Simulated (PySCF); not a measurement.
# La²⁺ (lanthanum, charge +2) across methods

[Xe] 4f1, 2F determinant (an excited configuration). Calculation: PySCF 2.14, in def2-QZVPPD with the def2 core potential (46 electrons) (7s5p4d3f2g, 81 functions); a scalar-relativistic core potential.

| method | E (hartree) | mean ε 5p α (eV) | mean ε 5p β (eV) | mean ε 4f α (eV) | Σ⟨r²⟩ (bohr²) | ⟨S²⟩ |
| --- | --- | --- | --- | --- | --- | --- |
| LDA | -30.3949 | -37.514 | -37.329 | -6.668 | 44.00 | 0.750 |
| r2SCAN0 | -30.4700 | -39.773 | -39.609 | -7.000 | 44.56 | 0.750 |
| r2SCAN | -30.5009 | -38.305 | -38.128 | -6.647 | 44.39 | 0.750 |
| PBE | -30.5081 | -37.644 | -37.464 | -6.889 | 44.06 | 0.750 |
| UHF | -30.14169 | -43.626 | -43.487 | -7.537 | 46.11 | 0.750 |
| PBE0 | -30.4861 | -39.396 | -39.228 | -7.181 | 44.44 | 0.750 |
| wB97M-V | -30.4085 | -41.590 | -41.423 | -8.297 | 43.90 | 0.750 |
| HSE06 | -30.4860 | -38.986 | -38.818 | -6.838 | 44.46 | 0.750 |
| BLYP | -30.4774 | -37.517 | -37.374 | -6.855 | 44.24 | 0.750 |

Energies and moments cover only the electrons outside the core potential. Spin-orbit coupling, absent here, splits the open shell strongly.
